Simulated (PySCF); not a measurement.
Cartesian coordinates in Å; atom numbers follow the order of the lines, from 1:
```xyz
19

C     4.5008    2.0640    0.4368
C     3.2067    1.4080    0.3902
C     2.1214    0.8602    0.3636
C     0.8497    0.2187    0.2940
C     0.1317   -0.2126    1.3666
Si   -1.4511   -0.9769    0.7216
C    -3.0257   -0.1345    1.3035
C    -0.9785   -0.6221   -1.0591
C     0.2236   -0.0153   -1.0425
H     5.0862    1.8556   -0.4730
H     4.3871    3.1568    0.5180
H     5.0886    1.7238    1.3041
H     0.5068   -0.0882    2.3840
H    -1.5348   -2.4456    1.0068
H    -3.9065   -0.5604    0.7987
H    -3.1593   -0.2655    2.3884
H    -2.9854    0.9430    1.0853
H    -1.5051   -0.8318   -1.9925
H     0.7631    0.3135   -1.9371
```

- shielding tensors at PBE0/pcSseg-1 (GIAO)
- structure optimised with PBE0-D3(BJ)/def2-SVP
- code: PySCF 2.14.0 with density-fitted response routines
- one conformer, no solvent model, equivalent nuclei averaged, no relativistic terms

Referencing at the same level of theory: ¹³C (σ = 184.41 ppm) and ¹H (σ = 31.27 ppm) and ²⁹Si (σ = 351.99 ppm) vs TMS.

```csv
atoms,nucleus,count,δ (ppm)
H14,¹H,1,4.76
H18,¹H,1,?
Si6,²⁹Si,1,-10.8
C1,¹³C,1,?
C3,¹³C,1,85.5
C8,¹³C,1,136.7
C7,¹³C,1,-6.1
H13,¹H,1,6.42
C9,¹³C,1,159.9
H10/H11/H12,¹H,3,2.11
C4,¹³C,1,?
C5,¹³C,1,?
C2,¹³C,1,97.7
H19,¹H,1,?
H15/H16/H17,¹H,3,0.30
```

Q: Complete the table.

A: 
- C4: 149.7 ppm, fully substituted alkene carbon; the olefinic region
- C5: 141.2 ppm, alkene CH; an sp2 carbon of a C=C bond
- C1: 5.7 ppm, propargylic methyl carbon; aliphatic region, no heteroatom directly attached
- H19: 6.94 ppm, hydrogen on an alkene CH; attached to an sp2 carbon and in the plane of the double bond
- H18: 6.29 ppm, hydrogen on an alkene CH; olefinic region

Shifts are as computed. Against solution values, carbons near 30 ppm lie about +2 ppm off and those near 130 ppm about +5 ppm. Of 1309 compounds with measured shifts, 239 miss one by over three times the rms of a fit or turn the order of signals round; such compounds aren't used in these exercises.
